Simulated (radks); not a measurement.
Results of a calculation; reference values are marked as such.
Isoelectronic series with 20 electrons, each ion in its NIST ground configuration. Code: a radial shooting solver on a logarithmic mesh with Libxc functionals. Model: scalar-relativistic Kohn-Sham, BLYP, spin-polarised, spherical densities, finite nucleus; open shells are filled with parallel spins first (spin-orbit coupling, left out, can overturn this in heavy ions); Fermi nuclear charge, rms radius of each element as measured or else 0.836 A^(1/3) + 0.57 fm. Total energies (hartree) and orbital eigenvalues (eV) (* marks an orbital that is empty in some or all of the ions):

ion	configuration	E (hartree)	4s*	3p	3s	2p
Ca	[Ar] 4s2	-680.56296	-3.6145	-27.7547	-46.7736	-334.7950
Mn5+	[Ar] 3d2	-1152.08223	-56.5052	-134.0949	-166.2293	-717.0154
Zn10+	[Ar] 3d2	-1756.88234	-159.6827	-330.7886	-378.3958	-1288.577
Br15+	[Ar] 3d2	-2496.39893	-307.9913	-606.0972	-671.3034	-2036.625
Zr20+	[Ar] 3d2	-3373.25307	-501.3470	-959.7688	-1045.565	-2961.643
Rh25+	[Ar] 3d2	-4390.72388	-740.3576	-1392.376	-1502.931	-4065.423
Sn30+	[Ar] 3d2	-5552.77535	-1025.990	-1904.860	-2045.845	-5350.447
Cs35+	[Ar] 3d2	-6864.1139	-1359.506	-2498.422	-2677.382	-6819.730
Nd40+	[Ar] 3d2	-8330.3055	-1742.468	-3174.490	-3401.303	-8476.771
